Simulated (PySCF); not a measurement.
Numbering as in the mapped SMILES `[F:1][Si:2]([SiH3:3])([SiH3:4])[PH2:5]` (H(Xn): hydrogen on atom n).

Geometry: PBE0-D3(BJ)/def2-SVP; GIAO shifts from PySCF 2.14, gas phase, non-relativistic, averaged over equivalent atoms.

At CAM-B3LYP/pcSseg-1 (153 basis functions, 22 s wall time on 1 thread of an Arm Neoverse V1, shared host):
```csv
atoms,δ (ppm)
F1,-227.6
Si2,61.3
Si3/Si4,-102.0
P5,-249.1
H(Si3)/H(Si4),3.52
H(P5),1.73
```

References, each an isolated molecule treated in the same way: ¹⁹F (189.10 ppm) vs CFCl3; TMS for ²⁹Si (343.41 ppm) and ¹H (31.33 ppm); H3PO4 for ³¹P (299.17 ppm).

Estimate the result of repeating the calculation with B3LYP/pcSseg-1.

Answers


```csv
atoms,δ at B3LYP/pcSseg-1,change
F1,-237.7,-10.1
Si2,60.6,-0.7
Si3/Si4,-101.2,+0.8
P5,-240.1,+9.0
H(Si3)/H(Si4),3.55,+0.03
H(P5),1.77,+0.04
```

Referencing at the same level of theory: ¹⁹F (σ = 171.94 ppm) vs CFCl3; ²⁹Si (σ = 337.86 ppm), ¹H (σ = 31.38 ppm) against TMS; ³¹P (σ = 297.42 ppm) against H3PO4.

The largest change is at F1 (fluorine bonded to Si). Cost: 153 basis functions, 14 s wall time on 1 thread of an Arm Neoverse V1, shared host.

Unscaled 19F shifts against computed CFCl3 carry errors that often reach 10 to 50 ppm. Experimental scales use liquid or dissolved standards, which lie at an offset from isolated H3PO4.
